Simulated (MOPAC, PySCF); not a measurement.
H9GaSi3, SMILES `[SiH3][Ga]([SiH3])[SiH3]`, neutral singlet in the gas phase. 

Cartesian coordinates (Å):
```xyz
13

Si    -1.0625    -2.1321    -0.5051
Ga    -0.0238     0.0321    -0.1970
Si    -1.3300     2.0647    -0.0911
Si     2.3723     0.0963     0.1444
H     -0.3187    -2.9492    -1.5053
H     -1.0250    -2.8694     0.7916
H     -2.4840    -2.0509    -0.9405
H     -1.5403     2.4036     1.3474
H     -0.6239     3.2141    -0.7232
H     -2.6707     1.9367    -0.7258
H      2.6885    -0.5260     1.4630
H      2.9382     1.4735     0.1439
H      3.0799    -0.6935    -0.9032
```
Charge 0, spin multiplicity 1.

All levels are single points at this geometry (PBE0-D3(BJ)/def2-TZVP); Pople sets use spherical d functions. Orbital energies aren't observables, and empty levels follow the basis.

```json
[
 {"level": "PBE-D3(BJ)/def2-TZVP in PySCF", "HOMO (eV)": "-6.28", "LUMO (eV)": "-3.38", "gap (eV)": "2.90", "dipole (D)": "0.16", "vertical IE, Delta-SCF (eV)": "–"},
 {"level": "PBE0-D3(BJ)/def2-TZVP in PySCF", "HOMO (eV)": "-7.27", "LUMO (eV)": "-2.64", "gap (eV)": "4.64", "dipole (D)": "0.19", "vertical IE, Delta-SCF (eV)": "8.93"},
 {"level": "B3LYP/6-311+G** (LANL2DZ on Ga) in PySCF", "HOMO (eV)": "-7.16", "LUMO (eV)": "-2.74", "gap (eV)": "4.42", "dipole (D)": "0.17", "vertical IE, Delta-SCF (eV)": "–"},
 {"level": "B3LYP/6-31G* in PySCF", "HOMO (eV)": "-6.96", "LUMO (eV)": "-2.66", "gap (eV)": "4.30", "dipole (D)": "0.15", "vertical IE, Delta-SCF (eV)": "8.88"},
 {"level": "M06-2X/6-31G* in PySCF", "HOMO (eV)": "-8.09", "LUMO (eV)": "-1.91", "gap (eV)": "6.18", "dipole (D)": "0.18", "vertical IE, Delta-SCF (eV)": "–"},
 {"level": "PBE/6-31G* in PySCF", "HOMO (eV)": "-6.18", "LUMO (eV)": "-3.20", "gap (eV)": "2.98", "dipole (D)": "0.11", "vertical IE, Delta-SCF (eV)": "–"},
 {"level": "HF/6-31G* in PySCF", "HOMO (eV)": "-9.50", "LUMO (eV)": "0.28", "gap (eV)": "9.77", "dipole (D)": "0.25", "vertical IE, Delta-SCF (eV)": "8.45"},
 {"level": "PM3 in MOPAC", "HOMO (eV)": "-8.33", "LUMO (eV)": "-3.31", "gap (eV)": "5.02", "dipole (D)": "0.48", "vertical IE, Delta-SCF (eV)": "–"},
 {"level": "PM7 in MOPAC", "HOMO (eV)": "-9.35", "LUMO (eV)": "0.33", "gap (eV)": "9.67", "dipole (D)": "0.15", "vertical IE, Delta-SCF (eV)": "–"}
]
```
